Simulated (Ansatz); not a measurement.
Species: SeO$_{2}$, charge 0, singlet. SeO2 (SMILES O=[Se]=O).
B3LYP-D3(BJ)/def2-TZVP minimum from Ansatz (an electronic-structure program):
```
Se
O 1 1.6119
O 1 1.6119 2 113.77
```

Total energies in cc-pVTZ, 18 correlated electrons, 16 frozen orbitals. UHF or UKS for unpaired electrons; spin-orbit terms are left out. Correlated methods leave the cores frozen (noble-gas shells, and filled d and f shells in the p block). No relativity. The T1 diagnostic of O2Se (O=[Se]=O, singlet) reaches 0.030 in the sets run. The restricted determinant of O2Se (O=[Se]=O, singlet) is unstable towards broken spin symmetry in at least one set run.

| method | program | energy (Eh) | minus CCSDT(Q) (mEh) |
|---|---|---|---|
| HF | Ansatz | -2549.56335 | 690.67 |
| MP2 | Ansatz | -2550.23056 | 23.46 |
| CCSD | Ansatz | -2550.21143 | 42.59 |
| CCSD(T) | Ansatz | -2550.24964 | 4.38 |
| CCSDT(Q) | Ansatz | -2550.25402 | 0.00 |

Rough core times of Ansatz's runs on a shared machine: CCSD(T) under 20 s, CCSDT(Q) 8 min.
